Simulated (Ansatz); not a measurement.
The pair A = NH3 (SMILES N) (first 4 atoms), B = SiH4 (SMILES [SiH4]); geometry from B3LYP-D3(BJ)/def2-TZVP.
(charge 0, multiplicity 1):
```xyz
9

N      0.070     0.164    -0.007
H     -0.744     0.643     0.360
H      0.038    -0.793     0.325
H      0.890     0.601     0.394
Si    -0.012     0.031     3.637
H      1.223     0.719     3.199
H     -0.045    -0.023     5.116
H     -0.032    -1.346     3.095
H     -1.194     0.774     3.146
```

Cores are frozen in the correlated methods. MP2 and its Hartree–Fock in aug-cc-pV(Q+d)Z are density fitted.

Programs: Ansatz (a first-principles code). Values without a source in brackets are computed.

The counterpoise-corrected interaction energy is E(AB) − E(A in the pair's basis) − E(B in the pair's basis). Total energies (hartree):

```tsv
level	AB	A in the pair's basis	B in the pair's basis
HF/aug-cc-pV(T+d)Z	-347.4829339	-56.2202912	-291.2639075
MP2/aug-cc-pV(T+d)Z	-347.8713154	-56.4606402	-291.4096652
HF/aug-cc-pV(Q+d)Z	-347.4903009	-56.2239256	-291.2676298
MP2/aug-cc-pV(Q+d)Z	-347.9004377	-56.4777140	-291.4216052
CCSD(T)/aug-cc-pV(T+d)Z	-347.9249124	-56.4806245	-291.4430587
```

Q: Work out the counterpoise-corrected interaction energy at the basis-set limit: extrapolate the MP2 correlation part as X⁻³, take Hartree–Fock from the larger set, and add the CCSD(T) − MP2 difference of aug-cc-pV(T+d)Z.

A: 
1. Differences (1 hartree = 627.509 kcal/mol): HF/aug-cc-pV(T+d)Z 0.794; MP2/aug-cc-pV(T+d)Z -0.634; HF/aug-cc-pV(Q+d)Z 0.787; MP2/aug-cc-pV(Q+d)Z -0.702; CCSD(T)/aug-cc-pV(T+d)Z -0.771.
2. Correlation parts, MP2 less HF: -1.428 in aug-cc-pV(T+d)Z (X = 3), -1.489 in aug-cc-pV(Q+d)Z (X = 4).
3. Limit (4³·(-1.489) − 3³·(-1.428))/(4³ − 3³) = -1.534; with HF/aug-cc-pV(Q+d)Z it gives -0.747.
4. CCSD(T) less MP2 in aug-cc-pV(T+d)Z: -0.138.
Result: -0.88 kcal/mol, against -0.63 at MP2/aug-cc-pV(T+d)Z. It is an estimate of this method's limit, not of the exact value.
